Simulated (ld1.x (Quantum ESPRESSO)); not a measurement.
An all-electron radial function and its pseudo partner (C (Z = 6))

Columns: radius, all-electron u(r) and pseudo u(r) of the 2s shell (level -13.63 eV) of carbon in the configuration [He] 2s2 2p2; LDA (PZ), non-relativistic, TM scheme, ld1.x (Quantum ESPRESSO) 7.5.

| r (bohr) | all-electron | pseudo |
| --- | --- | --- |
| 0.148 | 0.3510 | -0.0893 |
| 0.295 | 0.1667 | -0.1879 |
| 0.443 | -0.1283 | -0.3061 |
| 0.590 | -0.3919 | -0.4449 |
| 0.738 | -0.5899 | -0.5919 |
| 0.885 | -0.7180 | -0.7143 |
| 1.033 | -0.7887 | -0.7882 |
| 1.180 | -0.8142 | -0.8142 |
| 1.328 | -0.8075 | -0.8075 |
| 1.475 | -0.7789 | -0.7789 |
| 1.623 | -0.7361 | -0.7361 |
| 1.770 | -0.6855 | -0.6855 |
| 1.918 | -0.6307 | -0.6307 |
| 2.065 | -0.5754 | -0.5754 |
| 2.213 | -0.5207 | -0.5207 |
| 2.360 | -0.4688 | -0.4688 |
| 2.508 | -0.4197 | -0.4197 |
| 2.655 | -0.3745 | -0.3745 |
| 2.802 | -0.3330 | -0.3330 |
| 2.950 | -0.2950 | -0.2950 |
| 3.098 | -0.2606 | -0.2606 |
| 3.245 | -0.2299 | -0.2299 |
| 3.393 | -0.2022 | -0.2022 |
| 3.540 | -0.1778 | -0.1778 |
| 3.688 | -0.1559 | -0.1559 |
| 3.835 | -0.1366 | -0.1366 |

Problem. How many radial nodes do the two functions have?

Solution. The all-electron 2s function has n − l − 1 = 1; the pseudo-wave has 0, since the states of the same l below it are removed with the core.

Problem. At about which radius was the pseudo-wave matched?

Solution. 1.20 bohr. The columns agree to 0.0005 from 1.03 bohr on; several derivatives are matched, so the curves merge somewhat inside the radius.

Problem. Is the pseudo-wave norm-conserving?

Solution. Yes: the TM scheme keeps the norm inside the radius equal to the all-electron one, which fixes the energy derivative of the logarithmic derivative at the level.
